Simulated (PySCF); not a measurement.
AlH3S2. Atoms are numbered in the order given.

```xyz
6

Al     0.0000     0.0000    -0.7466
H      0.0000     0.0000    -2.3159
S      0.0000     1.8500     0.4181
H      0.0000     2.6277    -0.6792
S      0.0000    -1.8500     0.4181
H      0.0000    -2.6277    -0.6792
```
Charge 0, spin multiplicity 1.

Geometry optimised at B3LYP-D3(BJ)/def2-TZVP. One conformer was computed; it need not be the lowest.

Vertical ionisation energy (IE) and electron affinity (EA) in eV. Rows of orbital energies are one-electron estimates. Where ΔSCF, EOM or ADC give a negative EA the extra electron is unbound and the value depends on the basis.

```json
[
 {"level": "−ε(HOMO), −ε(LUMO), CAM-B3LYP/def2-TZVPD (PySCF)", "IE": "8.93", "EA": "0.21"},
 {"level": "ADC(2)/aug-cc-pVDZ (PySCF)", "IE": "9.52", "EA": "-0.45"}
]
```

Task: Beyond the first one, list the lowest photoelectron lines from PySCF with ADC(2)/aug-cc-pVDZ with their pole strengths (two spins summed). (Estimate from the structure and the level; the computed values follow.)

Result: 10.19 eV (1.80), 10.90 eV (1.81), 10.97 eV (1.80), 13.46 eV (1.79), 13.70 eV (1.80).
